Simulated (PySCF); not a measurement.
H2Cl2Si, charge +1, doublet, at a GFN2-xTB geometry (a state made from the parent by changing its charge; the spin is typed, not shown lowest); PySCF with WB97X/def2-SVP.

The PySCF input:
```python
from pyscf import gto, scf, dft

mol = gto.M(
    atom='''
Si   -0.025752   -0.649818    0.028474
Cl    1.719951    0.296960    0.031048
Cl   -1.691219    0.428031   -0.062817
H    -0.093101   -1.563016    1.200824
H    -0.034800   -1.664367   -1.059403
''',
    basis='def2-svp',
    charge=1,
    spin=1,
    verbose=4,
)

mf = dft.UKS(mol)
mf.xc = 'wb97x'
mf.kernel()
```

What the program printed (banner, timings and long lists left out):

```
PySCF version 2.14.0

[INPUT] verbose = 4
[INPUT] num. atoms = 5
[INPUT] num. electrons = 49
[INPUT] charge = 1
[INPUT] spin (= nelec alpha-beta = 2S) = 1
[INPUT] symmetry False subgroup None
[INPUT] Mole.unit = angstrom
[INPUT] Symbol           X                Y                Z      unit          X                Y                Z       unit  Magmom
[INPUT]  1 Si    -0.025752000000  -0.649818000000   0.028474000000 AA   -0.048664227160  -1.227978050813   0.053808061671 Bohr   0.0
[INPUT]  2 Cl     1.719951000000   0.296960000000   0.031048000000 AA    3.250236337672   0.561173069951   0.058672216715 Bohr   0.0
[INPUT]  3 Cl    -1.691219000000   0.428031000000  -0.062817000000 AA   -3.195940726661   0.808861362824  -0.118706925967 Bohr   0.0
[INPUT]  4 H     -0.093101000000  -1.563016000000   1.200824000000 AA   -0.175935391923  -2.953672168313   2.269228483805 Bohr   0.0
[INPUT]  5 H     -0.034800000000  -1.664367000000  -1.059403000000 AA   -0.065762469135  -3.145197800764  -2.001981525543 Bohr   0.0

nuclear repulsion = 194.446075640575
number of shells = 30
number of NR pGTOs = 122
number of NR cGTOs = 64
basis = def2-svp
ecp = {}

******** <class 'pyscf.dft.uks.UKS'> ********
method = UKS
initial guess = minao
damping factor = 0
level_shift factor = 0
DIIS = <class 'pyscf.scf.diis.CDIIS'>
diis_start_cycle = 1
diis_space = 8
diis_damp = 0
SCF conv_tol = 1e-09
SCF conv_tol_grad = None
SCF max_cycles = 50
direct_scf = True
direct_scf_tol = 1e-13
number electrons alpha = 25  beta = 24
XC library pyscf.dft.libxc version 7.1.2
    S. Lehtola, C. Steigemann, M. J. T. Oliveira, and M. A. L. Marques,  SoftwareX 7, 1–5 (2018)
XC functionals = wb97x
    J.-D. Chai and M. Head-Gordon,  J. Chem. Phys. 128, 084106 (2008)
radial grids:
    Treutler-Ahlrichs [JCP 102, 346 (1995); DOI:10.1063/1.469408] (M4) radial grids

becke partition: Becke, JCP 88, 2547 (1988); DOI:10.1063/1.454033
pruning grids: <function nwchem_prune>
grids dens level: 3
symmetrized grids: False
atomic radii adjust function: <function treutler_atomic_radii_adjust>
small_rho_cutoff = 0
Set gradient conv threshold to 3.16228e-05
tot grids = 76560
init E= -1210.97205449822

cycle= 1 E= -1210.2775199988  delta_E= 0.695  |g|= 0.343  |ddm|= 1.52
cycle= 2 E= -1210.32254601799  delta_E= -0.045  |g|= 0.282  |ddm|= 0.769
cycle= 3 E= -1210.36990030883  delta_E= -0.0474  |g|= 0.024  |ddm|= 0.344
cycle= 4 E= -1210.37037854285  delta_E= -0.000478  |g|= 0.00862  |ddm|= 0.0393
cycle= 5 E= -1210.37048032236  delta_E= -0.000102  |g|= 0.00287  |ddm|= 0.0178
cycle= 6 E= -1210.37050750872  delta_E= -2.72e-05  |g|= 0.00149  |ddm|= 0.00948
cycle= 7 E= -1210.37051400377  delta_E= -6.5e-06  |g|= 0.000682  |ddm|= 0.0046
cycle= 8 E= -1210.37051599726  delta_E= -1.99e-06  |g|= 0.000309  |ddm|= 0.00283
cycle= 9 E= -1210.37051643559  delta_E= -4.38e-07  |g|= 9.73e-05  |ddm|= 0.00155
cycle= 10 E= -1210.37051647813  delta_E= -4.25e-08  |g|= 1.8e-05  |ddm|= 0.000577
cycle= 11 E= -1210.3705164791  delta_E= -9.77e-10  |g|= 4.4e-06  |ddm|= 8.66e-05
Extra cycle  E= -1210.37051647913  delta_E= -2.91e-11  |g|= 2.45e-06  |ddm|= 9.89e-06
converged SCF energy = -1210.37051647913  <S^2> = 0.75979402  2S+1 = 2.0097702
```
